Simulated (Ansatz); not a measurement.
## A ladder of methods for SnF2 (SMILES [F][Sn][F])

SnF2 has 3 atoms, charge 0, and is taken as a singlet. SMILES: `[F][Sn][F]`. Geometry: a GFN2-xTB relaxation, a rough one for these elements and not checked as a minimum.

```xyz
3

Sn    0.0053   -0.0076   -0.8651
F     1.6183   -0.0212    0.4431
F    -1.6236    0.0288    0.4221
```

Quantity: the energy change with the Sn1–F3 bond stretched from 2.076 to 2.596 Å, in eV. The values are calculated.

```tsv
level	kind	program	value (eV)	less FCI/STO-3G	CPU time (all runs)
HF/STO-3G (restricted)	Hartree–Fock	Ansatz	3.04	+1.17	1.2 s
PBE/STO-3G (restricted)	GGA	Ansatz	2.15	+0.28	5.9 s
B3LYP/STO-3G (restricted)	global hybrid	Ansatz	2.41	+0.54	4.4 s
PBE0/STO-3G (restricted)	global hybrid	Ansatz	2.47	+0.60	4.4 s
r2SCAN0/STO-3G (restricted)	hybrid meta-GGA	Ansatz	2.56	+0.69	9.7 s
HSE06/STO-3G (restricted)	range-separated hybrid	Ansatz	2.45	+0.58	4.8 s
B2PLYP/STO-3G (restricted)	double hybrid	Ansatz	2.45	+0.58	5.7 s
FCI/STO-3G	exact in the basis	Ansatz	1.87	0.00	4.5 s
```

FCI/STO-3G is exact within its basis and frozen core, so for wave-function methods in that basis the difference is their error; functionals converge differently with the basis, so for them it is only a difference. All-electron rows without a relativistic Hamiltonian named are non-relativistic. The first shape isn't each level's own minimum. The values span 1.87 to 3.04 eV. All rows use very small basis sets, so none should be taken for the real molecule's value. In so small a basis fixed costs decide the times, and correlated methods can beat functionals. Times are those of the runs behind each value, whatever else they computed, on shared processors of several kinds: orders of magnitude only.
